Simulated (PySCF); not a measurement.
Correlation energy of Re (rhenium, neutral)

[Xe] 4f14 5d5 6s1 7s1, high-spin 8S determinant (an excited configuration). Computed with PySCF 2.14 in x2c-TZVPPall with one added diffuse shell each of s, p, d, f type (12s8p8d4f1g, 113 functions), with scalar relativity by spin-free X2C-1e. Frozen: [Xe] 4f14; 7 electrons correlated.

```json
{"level": "CCSD", "correlation energy (mhartree)": "-80.74"}
{"level": "(T)", "correlation energy (mhartree)": "-1.73"}
{"level": "CCSD(T)", "correlation energy (mhartree)": "-82.47"}
```

Diagnostics: T1 = 0.013, D1 = 0.0469, largest double amplitude 0.037.

Problem. Is a single reference adequate?

Solution. Yes, within this model without spin-orbit coupling: T1 lies below 0.03 and no double amplitude reaches 0.07.
